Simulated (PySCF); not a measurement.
Input file for PySCF: R-MP2/6-31G* on CH4O (SMILES CO) with ghost functions.

```python
from pyscf import gto, scf, dft, mp
from pyscf.data.elements import chemcore

mol = gto.M(
    atom='''
    C     0.68555280    0.34947682   -0.35468244
    O    -0.66137539    0.20278017    0.07652935
    H     1.37289390   -0.28147864    0.21926857
    H     0.95632513    1.39133564   -0.19042839
    H     0.80217985    0.12518401   -1.42035025
    H    -0.93646698   -0.70741956   -0.07222238
    ghost-H   -0.21497935   -0.20729653    2.54534587
    ghost-H    0.05452262   -0.44675102    3.19861632
    ''',
    basis='6-31g*',
    cart=True,
    charge=0, spin=0, verbose=3, max_memory=1800)
mf = scf.RHF(mol)
mf.conv_tol = 1e-8
mf.max_cycle = 100
mf.kernel()
if not mf.converged:
    mf = mf.newton().run(mf.mo_coeff, mf.mo_occ)
pt = mp.MP2(mf, frozen=chemcore(mol)).run()
```

Output:

```
converged SCF energy = -115.035749285789
E(RMP2) = -115.347934965521  E_corr = -0.312185679732129
E(SCS-RMP2) = -115.344258601219  E_corr = -0.308509315429751
```

The run converged.

Cost: very roughly 0.26 core-seconds.
